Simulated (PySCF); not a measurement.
CH5FO2Si2, SMILES O=C(O)[Si@@H](F)[SiH3]. Geometry optimised at PBE0-D3(BJ)/def2-SVP. The structure was generated by enumeration; whether it is a known compound was not checked. One conformer was computed; it need not be the lowest.

### Question
Give the equilibrium geometry at PBE0-D3(BJ)/def2-SVP (PySCF confirms it by a frequency run) as bond lengths and angles. (An estimate is asked for; the answer gives what the named calculation found.)

### Answer
One answer among several that fit: 
Atoms: O1 C2 O3 Si4 F5 Si6 H7 H8 H9 H10 H11. Bonded distances (Å): O1–C2 1.207, C2–O3 1.332, C2–Si4 1.917, O3–H7 0.974, Si4–F5 1.629, Si4–Si6 2.340, Si4–H8 1.490, Si6–H9 1.494, Si6–H10 1.492, Si6–H11 1.493. Angles (°): O1–C2–O3 123.5, O1–C2–Si4 118.6, O3–C2–Si4 117.8, C2–O3–H7 107.1, C2–Si4–F5 111.5, C2–Si4–Si6 106.3, C2–Si4–H8 106.2, F5–Si4–Si6 110.7, F5–Si4–H8 108.2, Si6–Si4–H8 113.8, Si4–Si6–H9 109.9, Si4–Si6–H10 108.7, Si4–Si6–H11 109.1, H9–Si6–H10 109.8, H9–Si6–H11 109.5, H10–Si6–H11 109.8.
Charge 0, spin multiplicity 1.
